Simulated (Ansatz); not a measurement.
Sn2H2⁻ was relaxed with PBE-D4 (def2-TZVPD) in Ansatz in these states: charge -1 doublet, charge -1 quartet. The geometries follow in no particular order.

In the def2 sets Sn takes a core potential; there is no spin–orbit coupling.

A:

| atom | x (Å) | y (Å) | z (Å) |
| --- | --- | --- | --- |
| Sn1 | -0.929 | -0.529 | -0.931 |
| Sn2 | 0.676 | 0.734 | 1.007 |
| H3 | 0.474 | -0.535 | 2.288 |
| H4 | -0.221 | 0.330 | -2.364 |

B:

| atom | x (Å) | y (Å) | z (Å) |
| --- | --- | --- | --- |
| Sn1 | 1.243 | 0.292 | -0.959 |
| Sn2 | -0.736 | 0.644 | 1.263 |
| H3 | -2.336 | 0.476 | 0.419 |
| H4 | 1.829 | -1.412 | -0.723 |

**Question.** Judge from the bond lengths which geometry belongs to which state (an estimate).

**Answer.** A is the charge -1 doublet (Sn1–Sn2 2.816 Å, Sn1–H4 1.814 Å, Sn2–H3 1.814 Å); B is the charge -1 quartet (Sn1–Sn2 2.996 Å, Sn1–H4 1.817 Å, Sn2–H3 1.817 Å).

At PBE-D4/def2-TZVPD the highest occupied level of the charge -1 doublet lies above zero (up to 0.32 eV). By energy differences its removal costs 1.94 eV (vertical, to the charge 0 triplet, at PBE-D4/def2-TZVPD); a positive level beside a positive removal energy at the same level points to self-interaction error. At PBE-D4/def2-TZVPD the highest occupied level of the charge -1 quartet lies above zero (up to 0.58 eV). It is a level of α spin, whose loss leaves a triplet; that state wasn't run at this geometry and level. The electron is either unbound and held by the finite basis, or the level is raised by self-interaction error. At PBE0-D4/def2-TZVPD a doublet lies 0.62 eV below the charge -1 quartet. These are the stationary points nearest to one start from a short search; other shapes may lie lower in each state.
